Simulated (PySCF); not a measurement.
**Oscillator strengths, rates and cross-sections**

Compound: C4H11NOSi2.
Geometry (PBE0-D3(BJ)/def2-SVP, Å), atoms numbered from 1 in this order:
```
atom  x, y, z in Å
C1    -3.252    0.127    0.306
C2    -1.806    0.284   -0.077
O3    -1.378    1.324   -0.567
N4    -0.987   -0.764    0.159
C5     0.401   -0.660   -0.174
Si6    1.112    1.112   -0.406
C7     2.831    0.353    0.053
Si8    1.891   -1.003    0.967
H9    -3.475    0.820    1.130
H10   -3.876    0.425   -0.547
H11   -3.514   -0.895    0.613
H12   -1.369   -1.616    0.549
H13    0.632   -1.179   -1.130
H14    1.077    1.749   -1.752
H15    0.797    2.052    0.708
H16    3.538    0.971    0.624
H17    3.355   -0.058   -0.827
H18    2.424   -2.403    0.946
H19    1.573   -0.633    2.382
```

Method used: TDDFT CAM-B3LYP/def2-SVPD, vertical, gas phase, core orbitals frozen in the response (PySCF 2.14.0, density-fitted response routines).

Relations used (vacuum, state to state): A = 0.6670 f ν̃² s⁻¹ (ν̃ in cm⁻¹); τ = 1/A; f = (2/3) ΔE |μ|² in atomic units; ∫σ dE = 109.76 f Mb·eV.

The rates are for emission to S0 at the absorption energy, with no other channel.

Energies and rates of the computed singlets with f of 0.002 or more:

```tsv
state	λ (nm)	A (s⁻¹)
S1	206.6	4.02×10⁶
S3	184.4	6.93×10⁶
S4	180.3	9.88×10⁷
S5	177.6	1.54×10⁸
S6	174.3	1.19×10⁸
S7	170.9	9.40×10⁷
S8	166.9	3.37×10⁷
S9	165.0	1.18×10⁷
S10	163.3	4.10×10⁷
```

Question: Go back from the rates to the oscillator strengths and transition dipoles.

Answer: f = A / (0.6670 ν̃²), and |μ| follows from f:

```json
{"state": "S1", "f": "0.0026", "|μ| (D)": "0.34", "τ": "250 ns", "main configurations (H = HOMO, L = LUMO)": "H-1→L+2 (22%), H-2→L+2 (20%), H→L+2 (19%)"}
{"state": "S3", "f": "0.0035", "|μ| (D)": "0.37", "τ": "140 ns", "main configurations (H = HOMO, L = LUMO)": "H-1→L (41%), H→L+1 (13%), H→L+2 (13%)"}
{"state": "S4", "f": "0.048", "|μ| (D)": "1.36", "τ": "10 ns", "main configurations (H = HOMO, L = LUMO)": "H-2→L (38%), H→L+2 (22%), H-1→L+2 (11%)"}
{"state": "S5", "f": "0.073", "|μ| (D)": "1.66", "τ": "6.5 ns", "main configurations (H = HOMO, L = LUMO)": "H→L+1 (33%), H-1→L (16%), H-2→L (15%)"}
{"state": "S6", "f": "0.054", "|μ| (D)": "1.41", "τ": "8.4 ns", "main configurations (H = HOMO, L = LUMO)": "H→L+2 (23%), H-2→L (21%), H→L+1 (19%)"}
{"state": "S7", "f": "0.041", "|μ| (D)": "1.22", "τ": "11 ns", "main configurations (H = HOMO, L = LUMO)": "H-1→L+1 (55%), H-1→L+3 (11%)"}
{"state": "S8", "f": "0.014", "|μ| (D)": "0.71", "τ": "30 ns", "main configurations (H = HOMO, L = LUMO)": "H→L+3 (45%), H→L+1 (15%)"}
{"state": "S9", "f": "0.0048", "|μ| (D)": "0.41", "τ": "85 ns", "main configurations (H = HOMO, L = LUMO)": "H-1→L+5 (16%), H-1→L+3 (13%), H-3→L (10%)"}
{"state": "S10", "f": "0.016", "|μ| (D)": "0.75", "τ": "24 ns", "main configurations (H = HOMO, L = LUMO)": "H-2→L+1 (39%), H-3→L (12%), H-1→L+3 (8%)"}
```

Question: By what factor does the largest A in the list exceed the smallest?

Answer: S5 has 38 times the rate of S1.

Question: What is the integrated cross-section of all computed states together?

Answer: Σf = 0.258 over S1 to S10, so 109.76 × Σf ≈ 28.3 Mb·eV.

Question: Which computed singlets stay under f = 0.002?

Answer: S2 (6.32 eV, f 0.0004).

All these states lie below the vertical ionisation energy of 9.18 eV (ΔSCF).

One conformer stands for the species.
